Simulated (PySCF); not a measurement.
C4H7PSe.
Atom-mapped SMILES: `[CH:1]#[C:2][CH2:3][P@H:4]([CH3:5])=[Se:6]` (hydrogens: H7 on C1; H8, H9 on C3; H10 on P4; H11, H12, H13 on C5)

Computed by this run: PySCF 2.14.0, PBE0-D3(BJ)/def2-SVP geometry optimisation, gas phase; density fitting, grid level 1; the optimiser is geomeTRIC in internal coordinates, started from a GFN2-xTB structure with every atom displaced at random (about 0.01 Å).

Step 0: E = -78869.1144 eV
```
atom  x, y, z in Å  |  force x, y, z in eV/Å
C1      2.3679    0.6711    0.9019   -0.308  -0.108  -0.293
C2      1.6725    0.1474    0.0676   -0.131  -0.236  -0.295
C3      0.8051   -0.4702   -0.9188    1.259   0.354   0.105
P4     -0.8784    0.1519   -0.7866   -1.743  -0.671   0.150
C5     -1.4085   -0.1605    0.9427   -0.045   0.667   0.148
Se6    -2.2041   -0.5869   -2.2369    0.139   0.043   0.024
H7      2.9699    1.1549    1.6148    0.603   0.417   0.695
H8      1.1884   -0.2462   -1.9351   -0.280  -0.212   0.121
H9      0.7932   -1.5511   -0.7638   -0.163  -0.370  -0.200
H10    -0.7150    1.5308   -0.7730    0.286   0.749  -0.043
H11    -1.5508   -1.2313    1.0935   -0.030  -0.310  -0.062
H12    -0.6414    0.2159    1.6486   -0.214  -0.052  -0.123
H13    -2.3870    0.3521    1.1265    0.626  -0.271  -0.225
```

Step 1: E = -78869.1928 eV
```
atom  x, y, z in Å  |  force x, y, z in eV/Å
C1      2.2984    0.6846    0.9581    0.112   0.083   0.093
C2      1.6607    0.1355    0.0871   -0.048   0.038  -0.031
C3      0.8027   -0.4724   -0.9044   -0.177  -0.097  -0.041
P4     -0.9494    0.1552   -0.8215    0.208   0.190   0.196
C5     -1.3438   -0.1450    0.9278   -0.109  -0.133   0.046
Se6    -2.2434   -0.6082   -2.2737    0.065   0.039   0.077
H7      2.8810    1.1706    1.7216   -0.015  -0.048  -0.059
H8      1.1432   -0.2870   -1.9300    0.101   0.015  -0.157
H9      0.7320   -1.5658   -0.7754    0.013   0.004  -0.035
H10    -0.7120    1.5686   -0.8370   -0.063  -0.187  -0.051
H11    -1.4905   -1.2285    1.0574    0.008   0.045   0.001
H12    -0.5026    0.1998    1.5453   -0.014   0.002   0.050
H13    -2.2644    0.3704    1.2258   -0.081   0.047  -0.088
```

Step 2: E = -78869.2149 eV
```
atom  x, y, z in Å  |  force x, y, z in eV/Å
C1      2.3718    0.6971    0.9195    0.001  -0.006  -0.034
C2      1.6999    0.1461    0.0744   -0.044   0.024   0.077
C3      0.8185   -0.4668   -0.8958   -0.087  -0.012  -0.027
P4     -0.9353    0.1516   -0.7874    0.162   0.053   0.056
C5     -1.4092   -0.1584    0.9429    0.060  -0.046  -0.018
Se6    -2.1975   -0.6005   -2.2670   -0.054  -0.026  -0.027
H7      2.9887    1.1796    1.6551    0.009  -0.006   0.000
H8      1.1485   -0.2737   -1.9295   -0.045   0.002  -0.005
H9      0.7598   -1.5618   -0.7772    0.014   0.002   0.000
H10    -0.7100    1.5581   -0.8045   -0.013  -0.018   0.019
H11    -1.5649   -1.2404    1.0625    0.003   0.009  -0.005
H12    -0.6090    0.1871    1.6133   -0.004   0.011   0.042
H13    -2.3495    0.3598    1.1749   -0.002   0.013  -0.078
```

Task: Estimate the geometry and energy of step 3. (The exact step hangs on the optimiser's Hessian estimate; all steps are aligned on step 2, rigid shifts and turns removed.)

Result: E = -78869.2183 eV, largest force 0.065 eV/Å
```
atom  x, y, z in Å  |  force x, y, z in eV/Å
C1      2.3810    0.6997    0.9139   -0.002  -0.012  -0.032
C2      1.7009    0.1479    0.0761   -0.015   0.004   0.033
C3      0.8188   -0.4674   -0.8929   -0.025   0.017  -0.032
P4     -0.9276    0.1523   -0.7802    0.060  -0.024  -0.003
C5     -1.4125   -0.1618    0.9431    0.038  -0.001   0.014
Se6    -2.1936   -0.5998   -2.2596   -0.031  -0.003  -0.009
H7      3.0075    1.1809    1.6419    0.004   0.000   0.009
H8      1.1395   -0.2706   -1.9292   -0.008  -0.004   0.017
H9      0.7637   -1.5628   -0.7767    0.003   0.004   0.003
H10    -0.7077    1.5575   -0.7920    0.010   0.021   0.011
H11    -1.5702   -1.2433    1.0601   -0.004  -0.001   0.000
H12    -0.6287    0.1877    1.6322   -0.023   0.008   0.001
H13    -2.3591    0.3577    1.1444   -0.007  -0.008  -0.011
```

The energy changes by -0.0033 eV. The first-order estimate −F·Δx gives -0.0055 eV and the mean of the old and new forces, exact on a quadratic surface, -0.0034 eV. The step makes an angle of 68° with the force vector and moves no atom by more than 0.032 Å.

The cost below is that of the whole optimisation. Time: 92 s; peak memory 0.55 GiB. Hardware: an Arm Neoverse V1 with one thread, no GPU, shared host.
